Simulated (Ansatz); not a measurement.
`B[SiH2][SiH3]` + `CBO` → `CBO[SiH2][SiH3]` + BH₃ at 400 K and 1 bar (cleavage of the Si–B bond).

Computed with Ansatz on PBE0-D4/def2-TZVP structures; ΔE is electronic, products minus reactants. CCSD(T)/CBS adds triple-zeta CCSD(T) − MP2 to the extrapolated MP2 energy (def2 sets, frozen cores). This one scheme is used for every species. Each species was taken in one conformer, which may not be the lowest.

```csv
species,CCSD(T)/CBS energy (Eh),H − E (kJ/mol),S (J/(mol·K))
`B[SiH2][SiH3]`,-607.10947,193.2,366.9
`CBO`,-141.08489,189.7,293.8
`CBO[SiH2][SiH3]`,-721.67278,294.5,443.1
BH₃,-26.55200,82.6,199.4
```

H − E and S are ideal-gas, rigid-rotor, harmonic terms from PBE0-D4/def2-TZVP, for one conformer and one mirror image of each species. 1 Eh = 2625.50 kJ/mol, R = 8.31446 J/(mol·K).

Problem. By hand: ΔE, ΔH, ΔS and ΔG.

Solution. ΔE = (-721.67278) + (-26.55200) − (-607.10947) − (-141.08489) = -0.03042 Eh = -79.9 kJ/mol. Δ(H − E) = 294.5 + 82.6 − 193.2 − 189.7 = -5.8, so ΔH = -85.7 kJ/mol. ΔS = 443.1 + 199.4 − 366.9 − 293.8 = -18.2 J/(mol·K). ΔG = -85.7 − 400 × (-18.2)/1000 = -78.4 kJ/mol.

Problem. By hand: the equilibrium constant, and the temperature at which ΔG would vanish if ΔH and ΔS stayed fixed.

Solution. log₁₀ K = −ΔG/(RT ln 10) = 10.2. ΔG = 0 at ΔH/ΔS = 4709 K, far beyond where these terms or the molecules hold.

ΔH outweighs TΔS. A doubt of 5 kJ/mol in ΔE shifts log₁₀ K by 0.7 here. Other conformers and mirror images would add mixing entropy, several J/(mol·K) or more a flexible species. Modes under 60 cm⁻¹, often nearly free rotors, make the harmonic entropy too high. These are equilibria of isolated gas molecules and say nothing of rates. Largest T1 diagnostic: 0.014 (customary marks: 0.02 for closed shells, 0.045 for open ones).
